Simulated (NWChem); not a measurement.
System: CH3BeBr; SMILES [CH3][Be][Br]

NWChem input:

```
start job
memory heap 200 mb stack 900 mb global 1100 mb
geometry units angstroms noautosym nocenter noautoz
  Be    -0.000100    -1.120062     0.000614
  Br     0.000837     0.850650     0.000176
  C     -0.000373    -2.797475    -0.000982
  H     -0.761403    -3.206606    -0.679064
  H     -0.206383    -3.209701     0.995888
  H      0.966698    -3.207161    -0.322317
end
basis spherical
  * library pcsseg-1
end
dft
  xc slater vwn_5
  iterations 150
end
property
  shielding 4 1 2 3 4
end
task dft property
```

Output (shortened):

```
             Northwest Computational Chemistry Package (NWChem) 7.3.0
             --------------------------------------------------------

                             Geometry "geometry" -> ""
                             -------------------------

 Output coordinates in angstroms (scale by  1.889725989 to convert to a.u.)

  No.       Tag          Charge          X              Y              Z
 ---- ---------------- ---------- -------------- -------------- --------------
    1 Be                   4.0000    -0.00010000    -1.12006200     0.00061400
    2 Br                  35.0000     0.00083700     0.85065000     0.00017600
    3 C                    6.0000    -0.00037300    -2.79747500    -0.00098200
    4 H                    1.0000    -0.76140300    -3.20660600    -0.67906400
    5 H                    1.0000    -0.20638300    -3.20970100     0.99588800
    6 H                    1.0000     0.96669800    -3.20716100    -0.32231700

 Effective nuclear repulsion energy (a.u.)     101.2103536235

                              NWChem Property Module
                              ----------------------

  itol2e modified to match energy
  convergence criterion.

                                 NWChem DFT Module
                                 -----------------

 Summary of "ao basis" -> "ao basis" (spherical)
 ------------------------------------------------------------------------------
       Tag                 Description            Shells   Functions and Types
 ---------------- ------------------------------  ------  ---------------------
 Be                         pcsseg-1                 6       12   3s3p
 Br                         pcsseg-1                15       41   5s7p3d
 C                          pcsseg-1                 7       17   3s3p1d
 H                          pcsseg-1                 3        5   2s1p

  itol2e modified to match energy
  convergence criterion.

[...]

          -----------------------------------------
          Chemical Shielding Tensors (GIAO, in ppm)
          -----------------------------------------

                                NWChem CPHF Module
                                ------------------

  scftype          =     RHF
  nclosed          =       24
  nopen            =        0
  variables        =     1464
  # of vectors     =        3
  tolerance        = 0.10D-03
  level shift      = 0.00D+00
  max iterations   =       50
  max subspace     =       30

 SCF residual:    6.8025957868093193E-006

Iterative solution of linear equations
  No. of variables     1464
  No. of equations        3
  Maximum subspace       30
        Iterations       50
       Convergence  1.0D-04

   iter   nsub   residual    time
   ----  ------  --------  ---------
     1      3    3.06D-06      14.4

      Atom:    1  Be
        Diamagnetic
    133.6156      0.0121      0.0000
      0.0121    166.2836      0.0057
      0.0000      0.0057    133.6154

        Paramagnetic
    -96.2522      0.0329      0.0004
      0.0329     -1.3807      0.0240
      0.0004      0.0240    -96.2533

        Total Shielding Tensor
     37.3634      0.0450      0.0004
      0.0450    164.9028      0.0297
      0.0004      0.0297     37.3621

           isotropic =      79.8761
          anisotropy =     127.5401

          Principal Components and Axis System
                 1           2           3
              164.9029     37.3635     37.3620

      1         0.0004      0.9582     -0.2862
      2         1.0000     -0.0004     -0.0001
      3         0.0002      0.2862      0.9582

      Atom:    2  Br
        Diamagnetic
   3124.0040      0.0026     -0.0000
      0.0026   3127.1436     -0.0049
     -0.0000     -0.0049   3124.0040

        Paramagnetic
   -855.6023      0.3439     -0.0304
      0.3439    -18.0591      0.0081
     -0.0304      0.0081   -855.4656

        Total Shielding Tensor
   2268.4017      0.3465     -0.0304
      0.3465   3109.0844      0.0032
     -0.0304      0.0032   2268.5384

           isotropic =    2548.6748
          anisotropy =     840.6146

          Principal Components and Axis System
                 1           2           3
             3109.0846   2268.5448   2268.3951

      1         0.0004     -0.2076      0.9782
      2         1.0000      0.0001     -0.0004
      3         0.0000      0.9782      0.2076

      Atom:    3  C
        Diamagnetic
    250.4735      0.0014      0.0006
      0.0014    258.6831      0.0073
      0.0006      0.0073    250.4709

        Paramagnetic
    -56.9750      0.0028      0.0041
      0.0028    -53.1254     -0.0156
      0.0041     -0.0156    -56.9858

        Total Shielding Tensor
    193.4984      0.0042      0.0046
      0.0042    205.5577     -0.0083
      0.0046     -0.0083    193.4851

           isotropic =     197.5137
          anisotropy =      12.0659

          Principal Components and Axis System
                 1           2           3
              205.5577    193.4999    193.4836

      1         0.0004      0.9547     -0.2976
      2         1.0000     -0.0001      0.0008
      3        -0.0007      0.2976      0.9547

      Atom:    4  H
        Diamagnetic
     30.0299      4.7651      6.1982
      4.7651     29.2664      4.2474
      6.1982      4.2474     28.5963

        Paramagnetic
      2.1427     -1.4733     -1.8207
     -1.4733      1.7093     -1.3148
     -1.8207     -1.3148      2.5637

[...]
```

Level: LDA (Slater exchange, VWN5)/pcSseg-1, GIAO. Structure relaxed at the B3LYP/6-31G* (spherical d) level. The printed shielding anisotropy is the first printed principal value minus the mean of the other two.
